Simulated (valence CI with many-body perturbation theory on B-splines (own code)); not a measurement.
The numbers below are computed, except where a source is named.
**Energy levels of Ag XLI**

Level of theory: valence CI with perturbative core correlation (CI+MBPT): five valence electrons over a frozen Dirac-Fock core [He], a basis of 11 s, 11 p, 10 d, 8 f, 5 g, 2 h functions for each j, with the one-electron correlation potential Σ1 (screened to all orders), the two-electron term Σ2, the three-electron term Σ3, Breit, model QED; selected single and double excitations, second order for the rest, scaled by the run's own slope (own B-spline code, finite nucleus).

The last digits are not significant, and no measured levels were compared; by estimate large intervals hold to a few tenths of a per cent, small ones and those within an open d or f shell to about a per cent. Among the levels kept, up to 7100 cm⁻¹ of a level comes from second order outside the variational space, and about a tenth of that is noise between levels of different J, which matters for small intervals.

Levels 91 to 135 of 206, with energies above the lowest level, (2s^2 2p1/2^2 2p3/2) J=3/2. "Leading %" is the weight of the configuration and term that name the level; weights of strongly mixed levels are sums over their largest components and can fall short. In the jj column 3d3/2^4 stands for four electrons in 3d with j = 3/2.

```tsv
No.	Configuration	Term	J	E (eV)	Leading %	Leading jj	Second component	g
91	2s2 2p2 3d	4D	5/2	3942.5	25	2s^2 2p3/2^2 3d3/2 (81 %)	18 % 2s2 2p2 3d 2D	1.209
92	2s2 2p2 3d	2D	3/2	3943.6	18	2s^2 2p3/2^2 3d3/2 (55 %)	15 % 2s 2p3 3p 6P	1.370
93	2s2 2p2 3d	2P	1/2	3944.2	60	2s^2 2p3/2^2 3d3/2 (74 %)	23 % 2s2 2p2 3d 4P	1.043
94	2s2 2p2 3d	2F	7/2	3945.2	35	2s^2 2p3/2^2 3d5/2 (48 %)	32 % 2s2 2p2 3d 4D	1.233
95	2s 2p3 3d	4G°	5/2	3946.3	30	2s 2p1/2^2 2p3/2 3d3/2 (96 %)	20 % 2s 2p3 3d 2F°	0.897
96	2s2 2p2 3d	2F	7/2	3947.3	57	2s^2 2p3/2^2 3d5/2 (50 %)	29 % 2s2 2p2 3d 2G	1.090
97	2s2 2p2 3d	4F	9/2	3947.9	57	2s^2 2p3/2^2 3d5/2 (97 %)	41 % 2s2 2p2 3d 2G	1.232
98	2s 2p3 3d	2D°	3/2	3949.4	34	2s 2p1/2^2 2p3/2 3d3/2 (78 %)	15 % 2s 2p3 3d 2P°	0.936
99	2s 2p3 3s	4P°	1/2	3949.8	81	2s 2p1/2 2p3/2^2 3s (96 %)	11 % 2s 2p3 3s 2P°	2.281
100	2s 2p3 3p	4F	5/2	3951.5	26	2s 2p1/2 2p3/2^2 3p1/2 (87 %)	19 % 2s 2p3 3p 4P	1.323
101	2s 2p3 3d	2P°	1/2	3953.4	43	2s 2p1/2^2 2p3/2 3d3/2 (91 %)	26 % 2s 2p3 3d 4D°	0.638
102	2s2 2p2 3d	2S	1/2	3959.4	42	2s^2 2p3/2^2 3d5/2 (74 %)	28 % 2s2 2p2 3d 4P	1.810
103	2s 2p3 3d	2F°	7/2	3963.0	26	2s 2p1/2^2 2p3/2 3d5/2 (96 %)	17 % 2s 2p3 3d 2G°	1.158
104	2s 2p3 3s	4S°	3/2	3963.3	28	2s 2p1/2 2p3/2^2 3s (92 %)	24 % 2s 2p3 3s 4P°	1.493
105	2s 2p3 3s	2S°	1/2	3965.6	44	2s 2p1/2 2p3/2^2 3s (94 %)	37 % 2s 2p3 3s 4D°	1.009
106	2s2 2p2 3d	2P	3/2	3967.4	52	2s^2 2p3/2^2 3d5/2 (76 %)	14 % 2s2 2p2 3d 4P	1.203
107	2s 2p3 3s	2D°	5/2	3968.0	19	2s 2p1/2^2 2p3/2 3d5/2 (65 %)	13 % 2s 2p3 3d 2D°	1.174
108	2s 2p3 3d	2P°	3/2	3969.8	12	2s 2p1/2^2 2p3/2 3d5/2 (56 %)	11 % 2s 2p3 3s 4S°	1.362
109	2s2 2p2 3d	2D	5/2	3971.9	63	2s^2 2p3/2^2 3d5/2 (91 %)	21 % 2s2 2p2 3d 2F	1.152
110	2s 2p3 3s	2D°	3/2	3974.0	70	2s 2p1/2 2p3/2^2 3s (88 %)	7 % 2s 2p3 3s 4D°	0.971
111	2s 2p3 3p	4F	7/2	3974.8	36	2s 2p1/2 2p3/2^2 3p1/2 (95 %)	35 % 2s 2p3 3p 2F	1.237
112	2s 2p3 3s	2D°	5/2	3976.9	54	2s 2p1/2 2p3/2^2 3s (66 %)	9 % 2s 2p3 3s 4D°	1.219
113	2s 2p3 3s	4P°	3/2	3978.0	22	2s 2p1/2 2p3/2^2 3s (64 %)	18 % 2s 2p3 3s 2P°	1.502
114	2s2 2p2 3d	2D	3/2	3984.2	79	2s^2 2p3/2^2 3d3/2 (76 %)	5 % 2s2 2p2 3d 4F	0.854
115	2s 2p3 3s	2P°	1/2	3985.6	82	2s 2p1/2 2p3/2^2 3s (96 %)	11 % 2s 2p3 3s 2S°	0.897
116	2s2 2p2 3d	2D	5/2	3991.0	64	2s^2 2p3/2^2 3d5/2 (92 %)	13 % 2s2 2p2 3d 2F	1.186
117	2s 2p3 3p	4P	5/2	3991.4	50	2s 2p1/2 2p3/2^2 3p1/2 (94 %)	24 % 2s 2p3 3p 4D	1.431
118	2s 2p3 3p	6P	7/2	3995.7	40	2s 2p1/2 2p3/2^2 3p3/2 (94 %)	29 % 2s 2p3 3p 4F	1.431
119	2s 2p3 3p	4P	5/2	3996.5	38	2s 2p1/2 2p3/2^2 3p3/2 (92 %)	22 % 2s 2p3 3p 6P	1.471
120	2s 2p3 3p	4P	1/2	3999.9	38	2s 2p1/2 2p3/2^2 3p3/2 (65 %)	23 % 2s 2p3 3p 4D	1.285
121	2s 2p3 3p	4D	1/2	4007.5	55	2s 2p1/2 2p3/2^2 3p1/2 (72 %)	18 % 2s 2p3 3p 2P	0.761
122	2s 2p3 3p	4F	3/2	4016.7	30	2s 2p1/2 2p3/2^2 3p1/2 (73 %)	23 % 2s 2p3 3p 2P	1.137
123	2s 2p3 3p	4P	1/2	4017.2	50	2s 2p1/2 2p3/2^2 3p1/2 (91 %)	33 % 2s 2p3 3p 2P	1.598
124	2s 2p3 3p	2D	3/2	4017.5	41	2s 2p1/2 2p3/2^2 3p3/2 (66 %)	22 % 2s 2p3 3p 4P	1.256
125	2s 2p3 3p	4F	9/2	4025.1	99	2s 2p1/2 2p3/2^2 3p3/2 (99 %)		1.322
126	2s 2p3 3p	2F	5/2	4025.5	56	2s 2p1/2 2p3/2^2 3p1/2 (94 %)	16 % 2s 2p3 3p 2D	1.015
127	2s 2p3 3p	4D	7/2	4026.0	62	2s 2p1/2 2p3/2^2 3p3/2 (99 %)	37 % 2s 2p3 3p 2F	1.309
128	2s 2p3 3p	4P	3/2	4027.1	34	2s 2p1/2 2p3/2^2 3p1/2 (54 %)	14 % 2s 2p3 3p 2P	1.339
129	2s 2p3 3p	2P	3/2	4034.9	62	2s 2p1/2 2p3/2^2 3p3/2 (62 %)	12 % 2s 2p3 3p 4D	1.256
130	2s 2p3 3p	2D	5/2	4045.9	61	2s 2p1/2 2p3/2^2 3p3/2 (98 %)	23 % 2s 2p3 3p 4P	1.240
131	2s 2p3 3p	2P	3/2	4048.2	34	2s 2p1/2 2p3/2^2 3p1/2 (93 %)	20 % 2s 2p3 3p 4P	1.242
132	2s 2p3 3p	4P	1/2	4048.6	42	2s 2p1/2 2p3/2^2 3p1/2 (93 %)	31 % 2s 2p3 3p 2S	1.878
133	2s 2p3 3d	6D°	3/2	4056.2	34	2s 2p1/2 2p3/2^2 3d3/2 (94 %)	24 % 2s 2p3 3d 4D°	1.339
134	2s 2p3 3d	6D°	1/2	4057.7	36	2s 2p1/2 2p3/2^2 3d3/2 (92 %)	22 % 2s 2p3 3d 4D°	2.025
135	2s 2p3 3d	6D°	5/2	4057.8	33	2s 2p1/2 2p3/2^2 3d3/2 (86 %)	31 % 2s 2p3 3d 4F°	1.290
```

Where two levels of one J and parity lie close, their mixing, g and order are uncertain.
